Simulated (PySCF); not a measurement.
## Potential energy of IF⁺ along the bond

Set-up: basis I def2-SVP with ECP28, F def2-SVP; scalar-relativistic core potentials; PySCF 2.14. Energies in eV from I⁺ + F in their ground configurations at the same level. State: ²Π (doublet), unpaired electrons π ↑.

```
R (Å)  r²SCAN
1.620  -0.864
1.696  -1.820
1.771  -2.345
1.827  -2.535
1.884  -2.597
1.940  -2.563
2.016  -2.411
2.110  -2.110
2.223  -1.665
2.374  -1.060
```

Question: Put a parabola through the three lowest points of the r²SCAN curve and estimate Re, k and ωe (reduced mass 16.52 u; 1 eV/Å² = 0.16022 mdyn/Å; ωe = 1302.8·√(k/μ) cm⁻¹).

Answer: Through R = 1.827, 1.884, 1.94 Å the second-order coefficient is 15.0 eV/Å², so Re ≈ 1.892 Å, k ≈ 4.81 mdyn/Å and ωe ≈ 703 cm⁻¹. A polynomial fit of higher order to the unrounded r²SCAN energies gives Re = 1.890 Å, k = 4.66 mdyn/Å, ωe = 692 cm⁻¹; anharmonicity and rounding make the difference.

The higher-order fit for each curve: r²SCAN: Re = 1.890 Å, ωe = 692 cm⁻¹, De = 2.60 eV.

⟨S²⟩ of the unrestricted solution departs from its pure value on part of the curve, where spin states mix. These are scalar-relativistic numbers at best; spin–orbit coupling would shift them, the dissociation energy most. For an ion De counts to the pair picked by the measured ionisation energies or electron affinities, which need not be the lowest pair at this level. The state was picked by a PBE0 search and need not be the measured ground state.
